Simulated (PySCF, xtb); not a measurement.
VOF, SMILES [O]=[V][F] (connectivity only; charge and spin as stated), neutral, multiplicity 3.

Harmonic wavenumbers (cm⁻¹) from GFN2-xTB run with xtb at its own minimum, in rising order: 200, 529, 1011.

### Question
What does B3LYP-D3(BJ)/def2-TZVP (PySCF) give at its own minimum? (The exact figures need the calculation; the answer reports its results.)

### Answer
120, 643, 1053. Paired by order, the mean absolute difference is 79 cm⁻¹ and the zero-point energies are 2.5 and 2.6 kcal/mol.
